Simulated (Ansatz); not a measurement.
```yaml
crystal:
  periodic: [false, false, false]
  atoms:
    - {symbol: C, position_ang: [0.190581, -0.971667, -1.160863]}
    - {symbol: S, position_ang: [0.771305, -0.947198, 0.566507]}
    - {symbol: Si, position_ang: [-0.094106, 0.853042, 1.190968]}
    - {symbol: F, position_ang: [-1.671882, 0.831435, 1.003873]}
    - {symbol: F, position_ang: [0.394589, 2.071269, 0.295478]}
    - {symbol: H, position_ang: [0.584068, -1.886956, -1.600247]}
    - {symbol: H, position_ang: [0.576664, -0.115443, -1.711087]}
    - {symbol: H, position_ang: [-0.896936, -0.992844, -1.203278]}
    - {symbol: H, position_ang: [0.234217, 1.112061, 2.601549]}
basis:
  gaussian: {orbitals: cc-pVTZ}
hamiltonian: {xc: {name: HF}}
correlation: {method: mp2, frozen_orbitals: {C: 9}}
output: {forces: true}
```

```sh
$ ansatz run in.yaml --threads 4 --pin off --events-out ev --progress --plain --max-ram 10444MiB
```

Output, abridged:

```
Functional definition: HF
Error: "frozen_orbitals" has no count for S
```

What is wrong with this run?

Frozen orbitals are typed for one element alone, and the program wants a count for each. The input was rejected before any iteration.
